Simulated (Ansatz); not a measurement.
Program: Ansatz. Geometries: PBE0-D4/def2-TZVP. ΔE: electronic, gas phase. CCSD(T)/CBS adds triple-zeta CCSD(T) − MP2 to the extrapolated MP2 energy (def2 sets, frozen cores). This one scheme is used for every species. Functionals use def2-TZVPP. HSE06 is defined as in plane-wave codes. Each species was taken in one conformer, which may not be the lowest.

`N[Si](F)([SiH3])Cl` + SiH₄ → `F[Si]([SiH3])([SiH3])Cl` + NH₃  (formal exchange of groups at the Si–N bond)

```csv
level,ΔE (kJ/mol),difference from CCSD(T)/CBS
r2SCANh-D4,71.8,-1.1
r2SCAN0-D4,73.8,0.9
ωB97M-V,78.9,6.0
r2SCAN,71.0,-1.9
r2SCAN0,74.7,1.8
HSE06,63.3,-9.6
LC-ωPBE,72.7,-0.2
RPA@PBE/def2-TZVPP,74.3,1.4
CCSD/def2-SVP,79.2,6.3
HF/CBS(def2),94.0,21.1
CCSD(T)/CBS,72.9,0
```

Problem. What do rigid-rotor, harmonic-oscillator terms from PBE0-D4/def2-TZVP frequencies (298.15 K, 1 bar) make of the CCSD(T)/CBS value? (An estimate is asked.)

Solution. The calculation gave: ΔZPE = +5.7 kJ/mol, ΔH = +80.8 kJ/mol, ΔS = 15 J/(mol·K), ΔG = +76.2 kJ/mol.

Largest T1 diagnostic among the species: 0.013.

From PBE to PBE0 (25 % exact exchange), in def2-TZVPP and without D4, ΔE moves by +7.4 kJ/mol. At CCSD(T), def2-SVP lies +4.2 kJ/mol from the extrapolated value and def2-TZVPP +2.5 kJ/mol. Leaving LDA and LC-ωPBE aside and taking each functional with its dispersion term where it has one, the values, not all of them listed here, spread over 25.8 kJ/mol, from PBE-D4 to CAM-B3LYP-D4. LDA lies +9.6 kJ/mol from PBE without D4.
